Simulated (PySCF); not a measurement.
F$_{3}$Sb, singlet, at a GFN2-xTB geometry (core potentials on Sb); PBE/def2-SVP in PySCF.

PySCF was given this input:
```python
from pyscf import gto, scf, dft

mol = gto.M(
    atom='''
Sb    0.00179571   -0.00268353    0.40263206
F    -1.26106459   -0.92708194   -0.76113086
F    -0.18179938    1.56028347   -0.74936608
F     1.43268829   -0.61799484   -0.77108473
''',
    basis='def2-svp',
    ecp={'Sb': 'def2-svp'},
    verbose=4,
)

mf = dft.RKS(mol)
mf.xc = 'pbe'
mf.kernel()
mf.analyze()
```

Output, abridged:

```
PySCF version 2.14.0

[INPUT] verbose = 4
[INPUT] num. atoms = 4
[INPUT] num. electrons = 50
[INPUT] charge = 0
[INPUT] spin (= nelec alpha-beta = 2S) = 0
[INPUT] symmetry False subgroup None
[INPUT] Mole.unit = angstrom
[INPUT] Symbol           X                Y                Z      unit          X                Y                Z       unit  Magmom
[...]
nuclear repulsion = 215.921513835423
number of shells = 28
number of NR pGTOs = 133
number of NR cGTOs = 68
basis = def2-svp
ecp = {'Sb': 'def2-svp'}

******** <class 'pyscf.dft.rks.RKS'> ********
method = RKS
initial guess = minao
damping factor = 0
level_shift factor = 0
DIIS = <class 'pyscf.scf.diis.CDIIS'>
diis_start_cycle = 1
diis_space = 8
diis_damp = 0
SCF conv_tol = 1e-09
SCF conv_tol_grad = None
SCF max_cycles = 50
direct_scf = True
direct_scf_tol = 1e-13
XC library pyscf.dft.libxc version 7.1.2
    S. Lehtola, C. Steigemann, M. J. T. Oliveira, and M. A. L. Marques,  SoftwareX 7, 1–5 (2018)
XC functionals = pbe
    J. P. Perdew, K. Burke, and M. Ernzerhof,  Phys. Rev. Lett. 77, 3865 (1996)
    J. P. Perdew, K. Burke, and M. Ernzerhof,  Phys. Rev. Lett. 78, 1396 (1997)
    J. P. Perdew, K. Burke, and M. Ernzerhof,  Phys. Rev. Lett. 77, 3865 (1996)
    J. P. Perdew, K. Burke, and M. Ernzerhof,  Phys. Rev. Lett. 78, 1396 (1997)
radial grids:
    Treutler-Ahlrichs [JCP 102, 346 (1995); DOI:10.1063/1.469408] (M4) radial grids

becke partition: Becke, JCP 88, 2547 (1988); DOI:10.1063/1.454033
pruning grids: <function nwchem_prune>
grids dens level: 3
symmetrized grids: False
atomic radii adjust function: <function treutler_atomic_radii_adjust>
small_rho_cutoff = 0
Set gradient conv threshold to 3.16228e-05
Initial guess from minao.
tot grids = 64744
init E= -514.239687181468
[...]
cycle= 1 E= -538.212358686946  delta_E=  -24  |g|= 2.55  |ddm|= 9.99
[...]
cycle= 2 E= -538.109379977604  delta_E= 0.103  |g|= 2.59  |ddm|= 6.53
[...]
cycle= 3 E= -539.171837412679  delta_E= -1.06  |g|= 0.993  |ddm|= 3.17
[...]
cycle= 4 E= -539.302750384307  delta_E= -0.131  |g|= 0.388  |ddm|= 0.857
[...]
cycle= 5 E= -539.33001672133  delta_E= -0.0273  |g|= 0.0747  |ddm|= 0.357
[...]
cycle= 6 E= -539.331465630949  delta_E= -0.00145  |g|= 0.00468  |ddm|= 0.0808
[...]
cycle= 7 E= -539.331469170766  delta_E= -3.54e-06  |g|= 0.000797  |ddm|= 0.00447
[...]
cycle= 8 E= -539.331469335283  delta_E= -1.65e-07  |g|= 0.000269  |ddm|= 0.0013
[...]
cycle= 9 E= -539.331469343516  delta_E= -8.23e-09  |g|= 0.000169  |ddm|= 0.000313
[...]
cycle= 10 E= -539.331469348838  delta_E= -5.32e-09  |g|= 1.36e-05  |ddm|= 0.000126
[...]
cycle= 11 E= -539.331469348885  delta_E= -4.67e-11  |g|= 5.02e-07  |ddm|= 1.3e-05
[...]
Extra cycle  E= -539.331469348879  delta_E= 5.12e-12  |g|= 1.08e-06  |ddm|= 1.4e-06
converged SCF energy = -539.331469348879
**** SCF Summaries ****
Total Energy =                        -539.331469348879409
Nuclear Repulsion Energy =             215.921513835422815
One-electron Energy =                -1268.840794447085045
Two-electron Energy =                  513.587811262782793
Two-electron Coulomb Energy =          564.133620678327247
DFT Exchange-Correlation Energy =      -50.545809415544468
HOMO-LUMO gap [eV] =                     5.503230728993538
**** MO energy ****
[...]
Dipole moment(X, Y, Z, Debye):  0.02025, -0.03021,  4.53580
```
